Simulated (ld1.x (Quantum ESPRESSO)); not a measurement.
## cobalt (Co), PAW: configuration errors across variants

| Property | Result |
| --- | --- |
| Element | cobalt (Co) |
| Generator | ld1.x (Quantum ESPRESSO) 7.5 |
| Type | PAW |
| Functional | LDA (PZ) |
| Relativity | fully relativistic |
| Frozen core | [Ne] |
| Valence charge | 17 |
| Reference configuration | 3s2 3p6 3d8 4s1 4p0 |
| Partial waves | 3s (bound): rcut 1.05, rcutus 1.20 bohr; 4s (bound): rcut 1.05, rcutus 1.20 bohr; 3p (bound): rcut 1.15, rcutus 1.40 bohr; 4p (bound, empty): rcut 1.15, rcutus 1.40 bohr; 3d (bound): rcut 1.05, rcutus 1.40 bohr; 3d channel at 0.15 Ry: rcut 1.05, rcutus 1.40 bohr; 4f channel at 0.25 Ry: rcut 1.10, rcutus 1.45 bohr; 4f channel at 1.3 Ry: rcut 1.10, rcutus 1.45 bohr |
| Local potential | all-electron potential smoothed inside 1.05 bohr (lloc = -1) |
| Core correction | a·sin(br)/r model core, default radius (core density twice the valence density) |
| Augmentation charge | BESSEL, radius 1.10 bohr |

Open shells are filled in proportion to 2j + 1 (rel_dist='average').

All-electron excitation energies from the reference (eV): (1) 3s2 3p6 3d7 4s2 4p0 1.239; (2) 3s2 3p6 3d7 4s1 4p0 10.535; (3) 3s2 3p6 3d7 4s0 4p0 27.619; (4) 3s2 3p6 3d5 4s0 4p0 119.458; (5) 3s2 3p6 3d7 4s1.5 4p0 4.960; (6) 3s2 3p6 3d6 4s2 4p1 11.010; (7) 3s1 3p6 3d7 4s2 4p0 111.227.

The default core radius of the base comes out at 0.37 bohr.

The overlap operator is not positive definite (basis up to 400 Ry) in “type ultrasoft; local potential all-electron potential smoothed inside 1.10 bohr (lloc = -1); augmentation built from norm-conserving waves at rcut, not smoothed further”. Such files are unfit for use, however small their errors in these radial tests.

Tests that are not counted but printed errors over 1 eV. “type ultrasoft; local potential all-electron potential smoothed inside 1.10 bohr (lloc = -1); augmentation built from norm-conserving waves at rcut, not smoothed further”: 3s2 3p6 3d6 4s2 4p1 (solver errors, printed error -7.3 eV).

2 further variants failed, have other tests or another functional or relativity, and are left out.

The file “type ultrasoft; local potential all-electron potential smoothed inside 1.10 bohr (lloc = -1); augmentation built from norm-conserving waves at rcut, not smoothed further” misses its own reference levels by 0.9 eV.

Errors AE − PS in meV (a dash: test not solved or not reliable):

```tsv
change	(1)	(2)	(3)	(4)	(5)	(6)	(7)	bound ghosts
base	-48	-24	-2.7	-901	-36	-228	-191	not determined
all radii but the core radius scaled by about 0.79 (s 0.96, p 1.10, d 1.10, f 1.14 bohr, rcut 0.84/0.92/0.84/0.88); local potential all-electron potential smoothed inside 0.84 bohr (lloc = -1); augmentation BESSEL, radius 0.88 bohr	-0.4	-0.2	+0.1	-0.7	-0.3	-1.0	-4.1	not determined
type ultrasoft; local potential all-electron potential smoothed inside 1.10 bohr (lloc = -1); augmentation built from norm-conserving waves at rcut, not smoothed further	-2146	-884	+1382	+1028	-1628	–	-4480	not determined (overlap not positive)
core correction a·sin(br)/r model core inside 1.20 bohr	-48	-24	-2.7	-917	-36	-230	-197	not determined
waves 3d (bound): rcut 1.05, rcutus 1.16 bohr; 3d channel at 0.15 Ry: rcut 1.05, rcutus 1.16 bohr	-57	-29	-3.8	-1081	-43	-288	-167	not determined
```

Question: Give the same row for: augmentation PSQ, inside the norm-conserving radii.

Answer: -19, -13, -6.1, -479, -16, -34, -230; bound ghosts: not determined.
